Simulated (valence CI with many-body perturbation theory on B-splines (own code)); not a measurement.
## Forbidden lines of As²⁷⁺

Method: configuration interaction combined with many-body perturbation theory (CI+MBPT): four valence electrons over a frozen Dirac-Fock core [He], a basis of 11 s, 11 p, 10 d, 8 f, 5 g, 2 h functions for each j, with the one-electron correlation potential Σ1, the two-electron term Σ2, the three-electron term Σ3, Breit, model QED; selected CI, second order for the rest, scaled by the run's own slope (own B-spline code, finite nucleus).

No measured spectrum was set against this ion. As an estimate, large intervals hold to a few tenths of a per cent, small ones and those within an open d or f shell to about a per cent. Among the levels kept, up to 1000 cm⁻¹ of a level comes from second order outside the variational space, and about a tenth of that is noise between levels of different J, which matters for small intervals.

Lines 1 to 43 of 43 in falling wavelength, among levels below 16155 × 10³ cm⁻¹, chosen from the decays that carry over 1 % of a level's rate. Wavelengths and rates use the calculated energies. Electric multipoles are in the length gauge, E1 and E2 with the static RPA response of the core. Weak lines are less certain than strong ones. Lines between different terms over intervals too small for the method are left out, as are lines whose strength nearly cancels. The highest levels of a list are the least certain.

Levels are named by their leading jj configuration (3d3/2^4 stands for four electrons in 3d with j = 3/2), which in mixed levels can hold well under half, so a name can repeat and another be missing. Letters in brackets count levels of one name in rising energy.

```tsv
λ vac (nm)	Upper	Lower	Type	A (s⁻¹)	Branch %
139.4	(2s^2 2p1/2 2p3/2) J=2	(2s^2 2p1/2 2p3/2) J=1	M1	2.73e+03	98.1
38.92	(2s^2 2p1/2 2p3/2) J=1	(2s^2 2p1/2^2) J=0	M1	2.50e+05	100.0
31.99	(2s^2 2p3/2^2) J=2	(2s^2 2p1/2 2p3/2) J=2	M1	3.06e+05	46.9
30.42	(2s^2 2p1/2 2p3/2) J=2	(2s^2 2p1/2^2) J=0	E2	5.34e+01	1.9
26.02	(2s^2 2p3/2^2) J=2	(2s^2 2p1/2 2p3/2) J=1	M1	3.47e+05	53.1
17.95	(2s^2 2p3/2^2) J=0	(2s^2 2p1/2 2p3/2) J=1	M1	1.68e+06	99.9
0.8086	(2s^2 2p3/2 3d5/2) J=4	(2s 2p3/2^3) J=2	E2	5.76e+07	2.2
0.7911	(2s^2 2p3/2 3d5/2) J=4	(2s 2p1/2 2p3/2^2) J=2 [b]	E2	1.46e+08	5.5
0.7766	(2s^2 2p3/2 3d5/2) J=4	(2s 2p1/2 2p3/2^2) J=3	E2	6.76e+07	2.6
0.7710	(2s^2 2p3/2 3d5/2) J=4	(2s 2p1/2 2p3/2^2) J=2 [a]	E2	4.77e+07	1.8
0.7642	(2s 2p3/2^2 3p3/2) J=4	(2s 2p3/2^3) J=2	E2	1.06e+09	3.6
0.7594	(2s 2p1/2 2p3/2 3p3/2) J=3 [a]	(2s 2p1/2 2p3/2^2) J=2 [a]	E2	1.27e+09	2.6
0.7585	(2s 2p1/2 2p3/2 3p3/2) J=4	(2s 2p1/2 2p3/2^2) J=3	E2	1.60e+09	9.2
0.7558	(2s^2 2p1/2 3p1/2) J=1	(2s^2 2p1/2 2p3/2) J=2	E2	8.51e+09	7.7
0.7517	(2s^2 2p1/2 3p1/2) J=1	(2s^2 2p1/2 2p3/2) J=1	E2	8.02e+09	7.2
0.7510	(2s^2 2p3/2 3p1/2) J=2	(2s^2 2p3/2^2) J=2	E2	9.90e+09	2.4
0.7498	(2s 2p3/2^2 3p1/2) J=0	(2s 2p3/2^3) J=2	E2	1.66e+10	5.1
0.7495	(2s^2 2p1/2 3p1/2) J=0	(2s^2 2p1/2 2p3/2) J=2	E2	1.31e+10	2.2
0.7492	(2s^2 2p3/2 3p3/2) J=3	(2s^2 2p3/2^2) J=2	E2	4.48e+09	3.0
0.7487	(2s^2 2p3/2 3p3/2) J=1	(2s^2 2p3/2^2) J=2	E2	4.94e+09	1.4
0.7486	(2s 2p3/2^2 3p3/2) J=4	(2s 2p1/2 2p3/2^2) J=2 [b]	E2	9.81e+08	3.3
0.7483	(2s^2 2p3/2 3d5/2) J=4	(2s 2p1/2^2 2p3/2) J=2	E2	4.59e+07	1.7
0.7479	(2s^2 2p1/2 3p3/2) J=2	(2s^2 2p1/2 2p3/2) J=2	E2	5.52e+09	3.1
0.7439	(2s^2 2p1/2 3p3/2) J=2	(2s^2 2p1/2 2p3/2) J=1	E2	2.63e+09	1.5
0.7436	(2s 2p1/2 2p3/2 3d5/2) J=5	(2s 2p1/2 2p3/2^2) J=3	M2	9.24e+07	4.6
0.7385	(2s^2 2p3/2 3p3/2) J=0	(2s^2 2p3/2^2) J=2	E2	2.09e+10	1.9
0.7374	(2s 2p1/2 2p3/2 3p3/2) J=3 [a]	(2s 2p1/2^2 2p3/2) J=2	E2	8.22e+09	16.7
0.7356	(2s 2p3/2^2 3p3/2) J=4	(2s 2p1/2 2p3/2^2) J=3	E2	7.38e+09	25.1
0.7333	(2s 2p1/2 2p3/2 3p3/2) J=0 [b]	(2s 2p1/2 2p3/2^2) J=2 [a]	E2	6.68e+09	1.2
0.7332	(2s^2 2p3/2 3d5/2) J=4	(2s^2 2p3/2^2) J=2	M2	9.06e+07	3.4
0.7320	(2s^2 2p3/2 3p3/2) J=3	(2s^2 2p1/2 2p3/2) J=2	E2	5.58e+09	3.7
0.7316	(2s^2 2p3/2 3p3/2) J=1	(2s^2 2p1/2 2p3/2) J=2	E2	3.75e+09	1.0
0.7315	(2s 2p1/2 2p3/2 3p3/2) J=4	(2s 2p1/2^2 2p3/2) J=2	E2	1.05e+10	60.5
0.7306	(2s 2p3/2^2 3p3/2) J=4	(2s 2p1/2 2p3/2^2) J=2 [a]	E2	6.01e+09	20.4
0.7300	(2s^2 2p1/2 3p3/2) J=2	(2s^2 2p1/2^2) J=0	E2	6.98e+09	3.9
0.7282	(2s^2 2p3/2 3p3/2) J=3	(2s^2 2p1/2 2p3/2) J=1	E2	5.19e+09	3.5
0.6889	(2s 2p1/2 2p3/2 3d3/2) J=4	(2s^2 2p1/2 2p3/2) J=2	E2	4.57e+09	2.1
0.6858	(2p1/2^2 2p3/2 3d5/2) J=4	(2s 2p1/2 2p3/2^2) J=2 [a]	E2	1.27e+09	1.2
0.6736	(2p1/2 2p3/2^2 3d3/2) J=0	(2s 2p1/2 2p3/2^2) J=2 [a]	E2	1.91e+10	1.1
0.6688	(2p1/2^2 2p3/2 3d3/2) J=2	(2s 2p1/2^2 2p3/2) J=2	E2	3.11e+10	1.5
0.6686	(2p1/2^2 2p3/2 3d3/2) J=3	(2s 2p1/2^2 2p3/2) J=2	E2	3.80e+10	4.7
0.6682	(2p1/2^2 2p3/2 3d3/2) J=0	(2s 2p1/2^2 2p3/2) J=2	E2	4.38e+10	5.3
0.6678	(2p1/2^2 2p3/2 3d5/2) J=4	(2s 2p1/2^2 2p3/2) J=2	E2	4.33e+10	39.2
```
